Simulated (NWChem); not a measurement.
System: GeSiNH$_{7}$; SMILES N[SiH2][GeH3]

Input file for NWChem:

```
start job
memory heap 200 mb stack 900 mb global 1100 mb
geometry units angstroms noautoz
  Si    -0.576765     1.177573     0.011317
  N      0.750339     2.325569    -0.016697
  Ge     0.082639    -1.137757     0.003976
  H     -1.428294     1.434351    -1.203512
  H     -1.380139     1.439816     1.257370
  H      1.332440     2.334689    -0.860123
  H      1.361114     2.341422     0.806103
  H      0.919579    -1.465308    -1.266965
  H     -1.113433    -2.132018     0.044233
  H      0.991518    -1.450979     1.228324
end
basis spherical
  Si library 6-31g*
  N library 6-31g*
  Ge library 6-31g*
  H library 6-31g*
end
dft
  xc r2scan0
  iterations 150
  mulliken
end
task dft energy
```

Coordinates come from a PBE-D3(BJ)/def2-SVP optimisation.

Q: Predict the main results of this run. (r2SCAN0/6-31G* (spherical d).) Quantities: energy (Ha); highest occupied level (eV); orbital gap (eV); dipole (D).

A: The energy (Ha) comes out as -2425.05 and the highest occupied level (eV) is -7.06. The orbital gap (eV) is 7.52 and the dipole (D) is 1.24.
